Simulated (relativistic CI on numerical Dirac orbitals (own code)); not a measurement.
## Mo XXXIX: sensitivity of the levels to the model

Base calculation: Dirac-Coulomb-Breit CI, orbitals from a KLI potential per configuration, model QED, unscaled Slater integrals.

Configuration list (outside the closed core 1s2): 2s2, 2s.2p, 2p2, 2p.3s, 2p.3p, 2s.3s, 2s.3p, 2s.3d, 2s.4s, 2s.4p, 2s.4d, 2s.4f, 3s2, 3s.3p, 3p2. Levels of other configurations are missing.

Variants: (1) valence Slater integrals scaled by 0.9; (2) non-relativistic limit. Shifts of the energy above 2s2 1S_0, in eV, for the lowest level and the first level of each name with at least 55 % of one term (blank where a level changes its place among those of its configuration and J or its character, or is not in the variant):

```tsv
Level	Base	Δ(1)	Δ(2)
2s2 1S_0	0.00	0.00	0.00
2s.2p 3P°_0	75.38	+0.03	-4.87
2s.2p 3P°_1	90.35	-1.07	-19.84
2s.2p 3P°_2	198.07	+0.07	-127.56
2p2 3P_0	217.51	-2.44	-35.90
2s.2p 1P°_1	250.00	-5.55	-114.08
2p2 3P_1	320.21	-0.48	-138.60
2p2 1D_2	332.72	-1.76	
2p2 3P_2	450.72	-1.39	
2p2 1S_0	490.32	-5.83	-238.36
2s.3s 3S_1	3128.42	-0.89	-97.65
2s.3s 1S_0	3143.91	-2.30	-99.30
2s.3p 3P°_0	3165.71	-1.42	-99.72
2s.3p 3P°_1	3166.39	-1.45	
2s.3p 3P°_2	3201.65	-1.46	-135.65
2s.3d 3D_1	3218.33	-0.89	-134.46
2s.3d 3D_2	3222.16	-1.26	-138.29
2p.3s 3P°_0	3224.65	-1.50	-105.67
2s.3d 3D_3	3230.44	-1.19	-146.57
2p.3s 3P°_1	3231.99	-2.53	-113.01
2s.3d 1D_2	3241.87	-2.43	-143.46
2p.3p 3D_1	3249.61	-1.11
```

At this charge energies of transitions that change n are usually good to better than 1 %, and those within a shell (Δn = 0) to a few per cent.

Ionisation energy from the two ground configurations alone: base 5540.41 eV. The NIST ASD value (semi-empirical) is 5548 eV.

LS names give the leading component of a level, which can be under half, so a name can repeat, a term be missing and a line seem to break the LS rules.
